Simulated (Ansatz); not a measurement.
The cluster Sn₄O₅⁺. Charge 1, multiplicity 2. Geometry PBE-D4/def2-SVP, that of the neutral singlet; atoms count from 1.

```
atom   x (Å)   y (Å)   z (Å)
 Sn1   0.243   2.054  -0.431
 Sn2   2.136  -0.391   0.656
 Sn3  -0.932  -0.635   1.786
 Sn4  -0.283  -1.144  -1.539
  O5   1.339   0.341  -1.195
  O6   0.473   0.945   1.396
  O7  -1.950  -0.278  -0.131
  O8  -1.470   0.810  -1.032
  O9   0.446  -1.700   0.489
```

In the def2 sets Sn takes a core potential; there is no spin–orbit coupling. The structure holds one bond between oxygen atoms, so isomers without such links may lie far lower. The structure comes from a short search, and lower isomers may exist.

**Question.** Estimate the Mulliken populations from the PBE0/def2-SVP orbitals of Ansatz.

**Answer.** 
```csv
atom,charge (e),spin (α − β)
Sn1,1.02,0.15
Sn2,0.88,-0.02
Sn3,1.02,0.15
Sn4,0.95,-0.02
O5,-0.72,0.09
O6,-0.72,0.11
O7,-0.34,0.22
O8,-0.34,0.22
O9,-0.72,0.09
```
Mulliken values and Mayer orders depend strongly on the basis.

**Question.** Where does the spin sit?

**Answer.** Summed by element: Sn 0.27, O 0.73, of 1 unpaired in all. Largest on single atoms: O8 0.22, O7 0.22, Sn3 0.15.

**Question.** And the Mayer bond orders between bonded heavy atoms (over 0.3)?

**Answer.** Sn1–O5 0.67 (2.17 Å); Sn1–O6 0.64 (2.15 Å); Sn1–O8 0.46 (2.20 Å); Sn2–O5 0.60 (2.14 Å); Sn2–O6 0.47 (2.26 Å); Sn2–O9 0.59 (2.14 Å); Sn3–O6 0.64 (2.15 Å); Sn3–O7 0.46 (2.20 Å); Sn3–O9 0.67 (2.17 Å); Sn4–O5 0.54 (2.23 Å); Sn4–O9 0.54 (2.23 Å); O7–O8 0.97 (1.49 Å).
